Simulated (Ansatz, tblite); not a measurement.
Forces on Zn12S12 at its PBE-D4/def2-SVP geometry. The state is a singlet with charge 0.

The xTB rows come from tblite. Single mean-field runs in def2-SVP are fitted with def2-universal-jkfit. Another isomer (singlet) lies 2.45 eV lower at PBE0-D4/def2-TZVP; other spin states weren't run for this one.

GFN1-xTB (tblite), largest force 0.64 eV/Å:

```xyz
24
positions Å, forces eV/Å
S     1.238   -1.810   -3.513    0.133    0.141   -0.168
S     2.884   -3.265    0.346   -0.069    0.029    0.014
S     2.745    0.187    3.104    0.011    0.187    0.049
S     0.541    2.486   -3.219    0.082   -0.011    0.115
S     1.298    3.626    0.970   -0.110   -0.151   -0.048
S     2.009    0.257   -0.573   -0.171    0.161    0.033
S    -0.960   -2.509   -0.987   -0.139    0.124   -0.104
S    -0.316   -1.529    2.197    0.024    0.399    0.119
S    -1.592    1.419   -0.230    0.255    0.134    0.039
S    -2.719   -0.130   -3.746    0.035    0.065   -0.049
S    -1.294    1.783    3.680    0.026    0.072   -0.048
S    -4.103   -1.068    1.761    0.032    0.029    0.086
Zn    2.148   -1.628    1.631    0.249   -0.498    0.065
Zn    1.353    0.364   -2.931    0.497   -0.065   -0.268
Zn   -1.076   -1.461   -3.093   -0.234   -0.350   -0.278
Zn    2.290    1.599    1.384    0.523    0.101    0.095
Zn    1.601   -2.505   -1.283    0.198   -0.375   -0.059
Zn    0.470    0.320    3.381    0.133   -0.203    0.418
Zn    0.641    2.369   -0.909    0.155    0.493   -0.268
Zn   -1.464    1.376   -2.762   -0.613    0.112   -0.142
Zn   -0.635    2.536    1.619   -0.269    0.427    0.195
Zn   -0.192   -0.473    0.051   -0.167   -0.302    0.071
Zn   -2.508   -1.998    0.590   -0.102   -0.420    0.064
Zn   -2.361    0.054    2.533   -0.479   -0.101    0.067
```

GFN2-xTB (tblite), largest force 0.57 eV/Å:

```
S 0.122 -0.002 -0.402
S 0.168 -0.199 0.049
S 0.165 0.077 0.183
S 0.079 0.094 0.010
S -0.115 -0.039 -0.081
S 0.037 0.078 0.033
S 0.176 0.107 -0.073
S -0.008 0.107 0.072
S 0.099 -0.098 0.139
S -0.202 0.016 -0.104
S 0.048 0.199 0.117
S -0.268 0.045 0.109
Zn 0.238 -0.287 0.152
Zn 0.116 -0.070 -0.362
Zn 0.068 -0.075 -0.218
Zn 0.208 0.152 0.332
Zn -0.088 -0.309 -0.135
Zn 0.091 0.130 0.169
Zn 0.016 0.412 -0.237
Zn -0.251 0.008 -0.250
Zn 0.040 0.241 0.425
Zn -0.075 -0.199 0.059
Zn -0.314 -0.473 0.048
Zn -0.351 0.084 -0.034
```

PBE-D4/def2-SVP (Ansatz), largest force 0.03 eV/Å:

```
S -0.019 -0.001 0.006
S -0.002 -0.001 -0.008
S -0.011 0.005 -0.001
S -0.007 -0.002 -0.010
S -0.004 -0.001 -0.002
S -0.009 0.012 -0.014
S 0.000 -0.006 0.008
S 0.009 -0.015 -0.013
S 0.000 0.008 0.007
S -0.003 0.004 0.004
S -0.012 -0.017 -0.006
S 0.030 0.002 -0.001
Zn 0.010 -0.008 0.002
Zn 0.008 -0.006 0.014
Zn 0.008 0.004 -0.006
Zn 0.004 0.005 0.008
Zn 0.007 -0.014 0.009
Zn 0.013 0.003 0.005
Zn 0.005 -0.004 0.017
Zn 0.002 -0.005 -0.008
Zn 0.003 0.006 -0.006
Zn -0.010 0.000 0.001
Zn 0.007 0.023 -0.002
Zn -0.029 0.008 -0.002
```
